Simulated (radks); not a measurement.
Initial-state core-level shifts of the indium ion In+ when its valence configuration changes from [Kr] 4d10 5s2. Method: scalar-relativistic Kohn-Sham, PBE, spin-polarised, spherical densities, point nucleus; open shells are filled with parallel spins first (spin-orbit coupling, left out, can overturn this in heavy ions); computed with a radial shooting solver on a logarithmic mesh with Libxc functionals. Shifts are changes of the shell-averaged eigenvalues in eV (positive: less bound).

| valence | 2s | 3p | 3d | 4p |
|---|---|---|---|---|
| 4d9.5 5s2 5p0.5 | -3.955 | -3.865 | -3.885 | -3.396 |
| 4d10 5s1.5 5p0.5 | -0.773 | -0.785 | -0.783 | -0.795 |
| 4d10 5p2 | -2.953 | -3.000 | -2.993 | -3.037 |
| 4d10 5s1 5p1 | -1.452 | -1.477 | -1.474 | -1.500 |
| 4d9 5s2 5p1 | -7.940 | -7.743 | -7.785 | -6.738 |
| 4d8 5s2 5p2 | -16.042 | -15.574 | -15.672 | -13.299 |
| 4d9.5 5s1.5 5p1 | -4.649 | -4.572 | -4.590 | -4.107 |
| 4d7.5 5s2 5p2.5 | -20.171 | -19.539 | -19.670 | -16.529 |
| 4d8.5 5s2 5p1.5 | -11.966 | -11.643 | -11.712 | -10.036 |
